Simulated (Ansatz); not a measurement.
The inner images of a band of Cl$_{2}$FH$_{4}$NOTi (10 atoms, charge 0, multiplicity 1) are given out of order.

All numbers below come from RKS PBE0/def2-SVP (Ansatz).

First end point:

```xyz
10
Properties=species:S:1:pos:R:3
Ti -0.072 -0.087 0.228
F -0.472 0.082 1.916
Cl 1.948 0.648 -0.401
O -1.042 1.183 -0.477
H -1.371 1.520 -1.316
Cl -1.013 -1.773 -0.923
N 1.182 -1.826 1.039
H 0.593 -2.534 1.477
H 1.695 -2.276 0.281
H 1.864 -1.502 1.726
```

Last end point:

```xyz
10
Properties=species:S:1:pos:R:3
Ti 0.309 -0.594 -0.749
F -0.287 0.236 2.419
Cl 2.097 0.139 -1.781
O -0.635 0.718 -0.122
H -0.709 0.826 0.857
Cl -0.935 -1.975 -1.908
N 0.887 -1.499 0.831
H 0.498 -2.425 1.016
H 1.891 -1.521 1.022
H 0.197 -0.470 1.966
```

**Question.** Put them in order from the first end to the last, with their energies above the first end.
A.
```xyz
10
Properties=species:S:1:pos:R:3
Ti 0.042 -0.162 -0.091
F -0.380 0.268 1.563
Cl 2.062 0.460 -0.766
O -0.989 1.077 -0.792
H -1.569 1.716 -0.363
Cl -0.810 -1.958 -1.115
N 1.122 -1.796 1.130
H 0.479 -2.570 1.300
H 1.939 -2.178 0.654
H 1.417 -1.422 2.031
```
B.
```xyz
10
Properties=species:S:1:pos:R:3
Ti 0.259 -0.484 -0.422
F 0.694 0.570 1.658
Cl 1.944 0.688 -1.183
O -1.255 0.340 -0.100
H -1.231 0.990 0.620
Cl -0.241 -1.870 -2.038
N 0.739 -1.724 1.029
H -0.005 -2.324 1.388
H 1.568 -2.299 0.877
H 0.841 -0.452 1.720
```
C.
```xyz
10
Properties=species:S:1:pos:R:3
Ti 0.160 -0.128 -0.126
F -0.032 0.467 1.536
Cl 2.055 0.658 -0.907
O -1.130 0.917 -0.705
H -1.622 1.548 -0.167
Cl -0.403 -1.939 -1.355
N 0.992 -1.815 1.163
H 0.245 -2.495 1.311
H 1.763 -2.322 0.729
H 1.285 -1.457 2.072
```
D.
```xyz
10
Properties=species:S:1:pos:R:3
Ti 0.037 -0.089 0.085
F -0.375 0.176 1.765
Cl 2.089 0.526 -0.538
O -0.913 1.175 -0.636
H -1.733 1.579 -0.932
Cl -0.977 -1.796 -0.968
N 1.165 -1.829 1.073
H 0.524 -2.594 1.284
H 1.902 -2.194 0.472
H 1.594 -1.519 1.946
```
E.
```xyz
10
Properties=species:S:1:pos:R:3
Ti 0.276 -0.118 -0.150
F 0.334 0.630 1.467
Cl 1.980 0.883 -1.105
O -1.241 0.677 -0.563
H -1.545 1.418 -0.021
Cl -0.033 -1.916 -1.513
N 0.824 -1.823 1.205
H 0.053 -2.490 1.261
H 1.619 -2.342 0.827
H 1.046 -1.484 2.142
```
F.
```xyz
10
Properties=species:S:1:pos:R:3
Ti 0.388 -0.120 -0.201
F 0.788 0.693 1.335
Cl 1.810 1.037 -1.430
O -1.253 0.493 -0.319
H -1.527 1.267 0.189
Cl 0.208 -1.928 -1.582
N 0.687 -1.799 1.223
H -0.121 -2.423 1.235
H 1.485 -2.371 0.944
H 0.848 -1.415 2.155
```
G.
```xyz
10
Properties=species:S:1:pos:R:3
Ti 0.299 -0.236 -0.302
F 0.652 0.641 1.311
Cl 1.959 0.747 -1.352
O -1.311 0.472 -0.231
H -1.343 1.096 0.510
Cl -0.164 -1.895 -1.756
N 0.751 -1.737 1.150
H -0.027 -2.338 1.416
H 1.567 -2.316 0.954
H 0.930 -0.999 1.851
```

**Answer.** D (+0.04 eV), A (+0.07 eV), C (+0.20 eV), E (+0.28 eV), F (+0.27 eV), G (+0.60 eV), B (+1.55 eV).

Time of the run: 7.8 min on 4 threads of Intel(R) Xeon(R) 6975P-C (Granite Rapids) (shared host), peak memory 0.4 GiB.
